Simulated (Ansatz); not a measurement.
Relaxation of a periodic cell of 17 atoms, TiSi16 (host Si, host structure diamond, interstitial Ti), to a largest force component of 0.03 eV/Å in at most 60 steps.

All numbers below come from DFT PBEsol, scalar-relativistic, plane waves, PAW in Ansatz 0.2.0. Settings: PAW set soft_1, cutoff 420 eV, k mesh 2x2x2, gaussian smearing 0.02 eV, no spin polarisation.

```xyz
17
Lattice="0.0000 5.4300 5.4300 5.4300 0.0000 5.4300 5.4300 5.4300 0.0000" Properties=species:S:1:pos:R:3:forces:R:3
Si 0.000 0.000 0.000 -0.01 0.15 0.15
Si 1.357 1.357 1.357 0.11 -0.12 -0.12
Si 2.715 2.715 0.000 -0.17 0.02 0.16
Si 4.072 4.072 1.357 0.13 -0.13 -0.02
Si 2.715 0.000 2.715 -0.17 0.17 0.02
Si 4.072 1.357 4.072 0.13 -0.02 -0.13
Si 5.430 2.715 2.715 -0.13 0.12 0.11
Si 6.787 4.072 4.072 0.03 -0.14 -0.14
Si 0.000 2.715 2.715 0.01 -0.01 -0.01
Si 1.357 4.072 4.072 -2.48 -0.63 -0.63
Si 2.715 5.430 2.715 -0.74 0.74 -2.78
Si 4.072 6.787 4.072 0.76 2.93 -0.77
Si 2.715 2.715 5.430 -0.79 -2.90 0.78
Si 4.072 4.072 6.787 0.80 -0.81 3.05
Si 5.430 5.430 5.430 3.38 0.96 0.95
Si 6.787 6.787 6.787 -0.01 0.02 0.02
Ti 3.445 4.733 4.741 -0.85 -0.33 -0.64
```

Where does it end, and by what steps?

The forces met the threshold. The force dipped under the threshold on the way, but the program's further checks kept it going. Limits of this set-up: coarse k mesh, PAW files made for another functional. After 16 steps the energy has fallen by 3.212 eV; Ti17 moved furthest, 1.06 Å.

```csv
step,energy less start (eV),largest force component (eV/Å),accepted
0,0.0000,3.382,yes
1,-1.1834,1.260,yes
2,-1.5990,0.836,yes
3,-1.9617,1.082,yes
4,-2.3192,0.821,yes
5,-2.7104,0.921,yes
6,-3.0440,0.412,yes
7,-3.1945,0.117,yes
8,-3.2105,0.036,yes
9,-3.2110,0.008,yes
10,-3.2111,0.007,yes
11,-3.2112,0.008,yes
12,-3.2113,0.016,yes
13,-3.2115,0.020,yes
14,-3.1123,0.458,no
15,-3.2120,0.025,yes
16,-3.2120,0.025,yes
```

```xyz
17
Lattice="0.0000 5.4300 5.4300 5.4300 0.0000 5.4300 5.4300 5.4300 0.0000" Properties=species:S:1:pos:R:3
Si 0.012 0.066 0.065
Si 1.349 1.410 1.405
Si 2.672 2.754 0.049
Si 4.047 4.138 1.353
Si 2.670 0.052 2.748
Si 4.043 1.353 4.137
Si 5.418 2.711 2.712
Si 6.771 4.112 4.108
Si -0.015 2.738 2.739
Si 1.306 4.111 4.116
Si 2.641 5.521 2.688
Si 4.026 6.860 4.098
Si 2.636 2.682 5.525
Si 4.024 4.095 6.859
Si 5.415 5.505 5.503
Si 6.713 6.818 6.827
Ti 4.017 4.106 4.110
```

Whether the end is a true minimum wasn't checked by a vibrational analysis.

Run time: 83 s on 1 thread of Intel(R) Xeon(R) Platinum 8488C (Sapphire Rapids), on a shared host, peak memory 0.65 GiB.
